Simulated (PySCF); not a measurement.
How methods differ on the excitation energy of In

In [Kr] 4d10 5s2 5p1 (2P) → In [Kr] 4d10 5s1 5p2 (4P), as a difference of total energies. Computed with PySCF 2.14 in aug-cc-pVQZ-PP with ECP28MDF (7s7p5d3f2g, 92 functions), with scalar relativity through the core potential. Correlated levels: valence: 4s2 4p6 4d10 frozen. The calculations carry no spin-orbit coupling.

```json
{"method": "UHF", "excitation energy (cm⁻¹)": "23266"}
{"method": "LDA", "excitation energy (cm⁻¹)": "40051"}
{"method": "PBE", "excitation energy (cm⁻¹)": "38084"}
{"method": "PBE0", "excitation energy (cm⁻¹)": "35241"}
{"method": "r2SCAN", "excitation energy (cm⁻¹)": "34627"}
{"method": "PW91", "excitation energy (cm⁻¹)": "38083"}
{"method": "LC-wPBE", "excitation energy (cm⁻¹)": "32216"}
{"method": "M06-2X", "excitation energy (cm⁻¹)": "35226"}
{"method": "MP2 (valence)", "excitation energy (cm⁻¹)": "28649"}
{"method": "SCS-MP2 (valence)", "excitation energy (cm⁻¹)": "30716"}
```

Errors of the correlated levels include the incompleteness of this basis and the frozen core.

For comparison: 35088 cm⁻¹ (measured; NIST levels, between the centres of gravity of the two terms).
